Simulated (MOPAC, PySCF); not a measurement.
Energy landscape of H3Sn, doublet: umbrella (inversion) coordinate, bond length relaxed. Scanned: angle between the Sn-H bonds and the threefold axis (90 = planar). Other coordinates (Sn-H bond length) were minimised at B3LYP/def2-TZVP. Each profile is relative to its own lowest point.

```json
[
 {"a / °": "90", "A": "0.723", "B": "0.277", "C": "0.406"},
 {"a / °": "93", "A": "0.656", "B": "0.258", "C": "0.376"},
 {"a / °": "96", "A": "0.498", "B": "0.208", "C": "0.299"},
 {"a / °": "99", "A": "0.323", "B": "0.141", "C": "0.201"},
 {"a / °": "102", "A": "0.176", "B": "0.076", "C": "0.108"},
 {"a / °": "105", "A": "0.071", "B": "0.025", "C": "0.037"},
 {"a / °": "108", "A": "0.012", "B": "0.000", "C": "0.000"},
 {"a / °": "111", "A": "0.000", "B": "0.007", "C": "0.004"},
 {"a / °": "114", "A": "0.036", "B": "0.052", "C": "0.055"},
 {"a / °": "117", "A": "0.121", "B": "0.138", "C": "0.155"},
 {"a / °": "120", "A": "0.258", "B": "0.267", "C": "0.309"},
 {"a / °": "123", "A": "0.447", "B": "0.443", "C": "0.519"},
 {"a / °": "126", "A": "0.692", "B": "0.667", "C": "0.789"},
 {"a / °": "129", "A": "0.996", "B": "0.942", "C": "1.122"},
 {"a / °": "132", "A": "1.364", "B": "1.273", "C": "1.522"}
]
```

Energies in eV.

Problem. Which curve belongs to which method? The methods are AM1, unrestricted, heats of formation run with MOPAC; PySCF with CCSD(T) on UHF/def2-TZVP, 4 core orbitals frozen, def2 effective core potentials past Kr; UHF/def2-TZVP, def2 effective core potentials past Kr (PySCF).

Solution. A is AM1; B is CCSD(T); C is UHF.
